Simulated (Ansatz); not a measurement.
Reaction (homolysis of the Se–Si bond): `O[Si](O)(O)[SeH]` → `[SeH]`• + `O[Si](O)O`•

Program: Ansatz. Geometries: PBE0-D4/def2-TZVP. ΔE: electronic, gas phase. CCSD(T)/CBS adds triple-zeta CCSD(T) − MP2 to the extrapolated MP2 energy (def2 sets, frozen cores). Functionals use def2-TZVPP. B3LYP here is the variant with VWN-RPA as its local correlation; programs differ in this. Open shells (•) are unrestricted, without spin–orbit coupling. For Se outer-core shells are correlated without core-valence functions, which leaves a few kJ/mol of doubt a bond. Scalar relativity is left out up to krypton. One conformer a species, not always the lowest.

```csv
level,ΔE (kJ/mol)
LDA (SPW92),417.2
revPBE,332.0
B3LYP,340.4
LC-ωPBE,353.7
CCSD(T)/def2-SVP,351.6
CCSD/def2-TZVPP,359.9
CCSD(T)/def2-TZVPP,369.0
HF/CBS(def2),262.3
```

(1) What does CCSD(T)/CBS give? (Best estimate.)

Largest T1 diagnostic among the species: 0.014.

## Answers

(1) Computed: +383.5 kJ/mol. The listed levels differ from it by 33.7, -51.5, -43.1, -29.8, -31.9, -23.6, -14.5, -121.2 kJ/mol.

From PBE to PBE0 (25 % exact exchange), in def2-TZVPP and without D4, ΔE moves by +4.7 kJ/mol. The D4 term adds +17.0 kJ/mol with B3LYP and +9.0 kJ/mol with PBE0; it sums over pairs of atoms, weighted by their polarisabilities, and B3LYP, whose exchange is more repulsive, gets the larger term. In def2-TZVPP, CCSD(T) changes the Hartree–Fock value by +103.6 kJ/mol (the triples alone add +9.2 kJ/mol) and MP2 by +116.5 kJ/mol; breaking electron pairs costs correlation energy, which Hartree–Fock lacks.
